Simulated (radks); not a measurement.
The terbium ion Tb6+, configuration [Kr] 4d10 4f8 5s2 5p3. Method: non-relativistic Kohn-Sham, PBEsol, spin-polarised, spherical densities, point nucleus; open shells are filled with parallel spins first (spin-orbit coupling, left out, can overturn this in heavy ions); relativity is left out, which matters for an element this heavy; computed with a radial shooting solver on a logarithmic mesh with Libxc functionals. Some entries of the table are withheld. Estimate them.

| orbital | occ. | eigenvalue (eV) | r(max) (bohr) | <r> (bohr) |
|---|---|---|---|---|
| 1s up | 1 | -48687.88 | 0.01548 | 0.02334 |
| 1s down | 1 | -48687.63 | 0.01548 | 0.02334 |
| 2s up | 1 | -7844.103 | 0.08473 | 0.09928 |
| 2s down | 1 | -7843.856 | 0.08473 | 0.09927 |
| 2p up | 3 | -7473.887 | 0.06593 | 0.08416 |
| 2p down | 3 | -7473.606 | 0.06593 | 0.08416 |
| 3s up | 1 | -1795.051 | 0.2357 | 0.2560 |
| 3s down | 1 | -1791.754 | 0.2356 | 0.2557 |
| 3p up | 3 | -1629.295 | 0.2231 | 0.2457 |
| 3p down | 3 | -1626.242 | 0.2229 | 0.2454 |
| 3d up | 5 | -1320.018 | 0.1778 | 0.2177 |
| 3d down | 5 | -1317.756 | 0.1776 | 0.2175 |
| 4s up | 1 | -414.7781 | 0.5368 | 0.5764 |
| 4s down | 1 | -408.8121 | 0.5369 | 0.5764 |
| 4p up | 3 | -349.5528 | 0.5415 | 0.5892 |
| 4p down | 3 | -343.5750 | 0.5416 | 0.5892 |
| 4d up | 5 | -232.9226 | (1) | 0.6214 |
| 4d down | 5 | -226.8841 | (2) | 0.6212 |
| 5s up | 1 | -116.2615 | 1.221 | 1.318 |
| 5s down | 1 | -110.0280 | 1.225 | 1.331 |
| 5p up | 3 | -96.6428 | 1.307 | 1.423 |
| 5p down | 0 | -90.7384 | 1.316 | 1.447 |
| 4f up | 7 | -89.1713 | 0.5371 | 0.7579 |
| 4f down | 1 | -82.8678 | 0.5380 | 0.7600 |

Answer. 
(1) 4d up r(max) (bohr): 0.5471
(2) 4d down r(max) (bohr): 0.5472
